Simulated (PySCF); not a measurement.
C2H6BiF, SMILES [CH3][Bi]([CH3])[F].

Coordinates come from a B3LYP-D3(BJ)/def2-SVP optimisation. The structure was generated by enumeration; whether it is a known compound was not checked. The def2 effective core potentials stand for the cores of Bi; spin–orbit coupling is left out.

Two levels are set side by side: TDA-PBE/def2-SVPD (PySCF) and TDA-LC-ωPBE/def2-SVPD (PySCF). Vertical, same geometry. The lowest singlet is HOMO→LUMO 98 % with PBE and HOMO→LUMO 96 % with the other functional; states are paired by order. Differences are taken from unrounded values.

| quantity | TDA-PBE |
|---|---|
| lowest singlet excitation (eV) | 4.43 |
| lowest triplet excitation (TDA) (eV) | 3.82 |
| first bright state (f over 0.05) (eV) | 5.71 |
| its oscillator strength | 0.10 |

Q: These are the TDA-PBE values. What does TDA-LC-ωPBE give? (Estimate from the structure and the level; the computed values follow.)

A: 
| quantity | TDA-LC-ωPBE | TDA-PBE minus TDA-LC-ωPBE |
|---|---|---|
| lowest singlet excitation (eV) | 4.92 | -0.49 |
| lowest triplet excitation (TDA) (eV) | 4.09 | -0.28 |
| first bright state (f over 0.05) (eV) | 6.51 | -0.80 |
| its oscillator strength | 0.22 | -0.12 |

Functionals without exact exchange tend to place singlet excitations lower, as here. Differences between two approximate levels are no errors against the true value.

Rough cost on one machine, each run with all the roots and properties that it gave: TDA-LC-ωPBE against TDA-PBE about 2 times.
